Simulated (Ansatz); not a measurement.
Reaction (redistribution): `C[SiH](N)O[SiH3]` + `[CH3][Al]1[CH2][O]1` → `[SiH3][Al]1[CH2][O]1` + `CO[SiH](C)N`

Gas-phase electronic energies from Ansatz, PBE0-D4/def2-TZVP geometries. CCSD(T)/CBS adds triple-zeta CCSD(T) − MP2 to the extrapolated MP2 energy (def2 sets, frozen cores). One conformer a species, not always the lowest.

`C[SiH](N)O[SiH3]`:

Cartesian coordinates in Å:
```
C 1.396 1.040 -1.315
Si 0.559 -0.383 -0.469
N 1.301 -0.681 1.041
O -1.042 0.002 -0.370
Si -2.289 -0.170 0.668
H 2.440 0.807 -1.532
H 0.890 1.281 -2.253
H 1.368 1.934 -0.686
H 0.653 -1.654 -1.231
H 1.232 -1.572 1.503
H 1.549 0.055 1.681
H -2.382 -1.570 1.169
H -2.132 0.736 1.839
H -3.543 0.175 -0.046
```

`[CH3][Al]1[CH2][O]1`:

```xyz
9

C     1.089   -0.189   -1.471
Al   -0.047    0.017    0.080
C    -1.359    0.151    1.424
O     0.076    0.388    1.742
H     1.762    0.667   -1.564
H     0.514   -0.279   -2.394
H     1.707   -1.085   -1.367
H    -1.768   -0.706    1.962
H    -1.973    1.038    1.587
```

`[SiH3][Al]1[CH2][O]1`:

```xyz
9

Si    1.131    1.392    1.055
Al   -0.182   -0.242   -0.183
C    -1.030   -1.604   -1.183
O    -1.828   -0.524   -0.572
H     1.842    0.708    2.168
H     2.143    1.998    0.149
H     0.268    2.465    1.613
H    -1.265   -2.588   -0.774
H    -1.079   -1.604   -2.272
```

`CO[SiH](C)N`:

Cartesian coordinates in Å:
```
C 1.654 1.032 -0.514
O 1.097 0.622 0.708
Si -0.227 -0.358 0.815
C -1.717 0.450 0.042
N -0.041 -1.880 0.058
H 1.001 1.739 -1.039
H 1.848 0.181 -1.178
H 2.604 1.533 -0.311
H -0.362 -0.544 2.278
H -1.859 1.457 0.443
H -2.621 -0.128 0.244
H -1.610 0.537 -1.043
H 0.628 -2.567 0.360
H -0.396 -2.075 -0.862
```

| species | MP2/def2-QZVPP energy (Eh) |
| --- | --- |
| `C[SiH](N)O[SiH3]` | -751.50279 |
| `[CH3][Al]1[CH2][O]1` | -396.19016 |
| `[SiH3][Al]1[CH2][O]1` | -647.18770 |
| `CO[SiH](C)N` | -500.42482 |

Question: Work out ΔE.

Answer: ΔE = (-647.18770) + (-500.42482) − (-751.50279) − (-396.19016) = 0.08043 Eh = +211.2 kJ/mol. CCSD(T)/CBS gives +196.2 kJ/mol.

Largest T1 diagnostic among the species: 0.017.

From PBE to PBE0 (25 % exact exchange), in def2-TZVPP and without D4, ΔE moves by +10.7 kJ/mol.
